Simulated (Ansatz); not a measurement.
In12N12H32, a nanocrystal cut from zinc blende InN (hydrogen-capped). Total charge 0; triplet. Geometry PBE-D4/def2-SVP, that of the neutral singlet; atoms count from 1.

```xyz
56

N    -0.742    3.376    2.035
N     3.981    1.408   -0.318
N     2.959   -2.133    0.379
N    -1.944    0.136    3.071
N    -0.018   -2.582    2.166
N     1.090    0.589    1.492
N    -0.541    2.399   -1.112
N     1.349   -0.224   -2.022
N    -1.734   -0.839   -0.232
N    -3.457    2.004    0.385
N     0.374   -3.443   -1.203
N    -1.544   -1.392   -3.688
In    2.771    2.037    1.463
In   -0.193    1.404    3.047
In   -1.890    3.526    0.170
In    1.782   -1.353    2.160
In    2.964    1.275   -2.331
In    2.149   -2.167   -1.715
In   -1.376   -1.919    3.842
In   -3.113   -0.075    1.265
In   -1.184   -2.854    0.345
In    0.062    0.355   -0.397
In    0.286   -0.097   -3.973
In   -2.995   -0.873   -2.058
H    -1.122    4.015    2.749
H     0.196    3.759    1.812
H     4.704    2.135   -0.436
H     4.527    0.560   -0.104
H     3.250   -3.094    0.621
H     3.850   -1.613    0.375
H    -2.575    0.488    3.813
H     0.268   -3.526    2.480
H     0.347    2.902   -1.288
H    -0.934    2.254   -2.059
H    -4.299    2.408    0.821
H    -3.747    1.772   -0.584
H     0.724   -4.373   -0.922
H    -0.145   -3.642   -2.072
H    -1.306   -2.394   -3.655
H    -2.071   -1.299   -4.571
H     3.791    1.784    2.859
H     2.060    3.586    0.984
H     0.461    1.878    4.589
H    -2.433    5.115   -0.260
H     2.838   -1.502    3.535
H     4.163    0.602   -3.410
H     2.203    2.857   -2.413
H     3.231   -3.031   -2.766
H    -0.352   -1.636    5.228
H    -2.827   -2.885    3.718
H    -4.711   -0.744    1.431
H    -2.363   -4.135    0.349
H    -0.454    1.495   -4.063
H     1.240   -0.911   -5.189
H    -3.423    0.816   -2.373
H    -4.127   -2.200   -1.970
```

In the def2 sets In takes a core potential; there is no spin–orbit coupling. Single mean-field runs in def2-SVP are fitted with def2-universal-jkfit. At PBE0-D4/def2-SVP a singlet of charge 0 lies 4.14 eV below the triplet at the same geometry.

(1) Estimate the Mulliken populations of the heavy atoms from the PBE0/def2-SVP orbitals of Ansatz.

(2) Where does the spin sit?

(3) And the Mayer bond orders between heavy atoms (over 0.3)?

Answers

(1) 
```tsv
atom	charge (e)	spin (α − β)
N1	-0.50	0.00
N2	-0.49	0.00
N3	-0.49	0.00
N4	-0.68	0.05
N5	-0.67	0.05
N6	-0.75	0.38
N7	-0.49	0.01
N8	-0.83	0.09
N9	-0.75	0.38
N10	-0.50	0.00
N11	-0.49	0.00
N12	-0.49	0.00
In13	0.40	0.08
In14	0.57	0.04
In15	0.62	0.01
In16	0.57	0.03
In17	0.38	0.03
In18	0.60	0.01
In19	0.38	0.00
In20	0.57	0.04
In21	0.57	0.03
In22	0.83	0.22
In23	0.38	0.03
In24	0.40	0.08
```
Mulliken values depend strongly on the basis.

(2) Summed by element: N 0.97, In 0.60, H 0.43, of 2 unpaired in all. Largest on single atoms: N6 0.38, N9 0.38, In22 0.22.

(3) N1–In14 0.55 (2.28 Å); N1–In15 0.67 (2.19 Å); N2–In13 0.62 (2.24 Å); N2–In17 0.56 (2.26 Å); N3–In16 0.57 (2.27 Å); N3–In18 0.59 (2.25 Å); N4–In14 0.70 (2.16 Å); N4–In19 0.58 (2.27 Å); N4–In20 0.70 (2.16 Å); N5–In16 0.69 (2.18 Å); N5–In19 0.60 (2.26 Å); N5–In21 0.69 (2.18 Å); N6–In13 0.55 (2.22 Å); N6–In14 0.66 (2.17 Å); N6–In16 0.67 (2.17 Å); N6–In22 0.50 (2.16 Å); N7–In15 0.70 (2.18 Å); N7–In22 0.52 (2.25 Å); N8–In17 0.64 (2.22 Å); N8–In18 0.79 (2.12 Å); N8–In22 0.61 (2.15 Å); N8–In23 0.64 (2.23 Å); N9–In20 0.66 (2.17 Å); N9–In21 0.67 (2.17 Å); N9–In22 0.50 (2.16 Å); N9–In24 0.55 (2.22 Å); N10–In15 0.67 (2.20 Å); N10–In20 0.55 (2.28 Å); N11–In18 0.59 (2.25 Å); N11–In21 0.57 (2.27 Å); N12–In23 0.56 (2.26 Å); N12–In24 0.62 (2.24 Å).
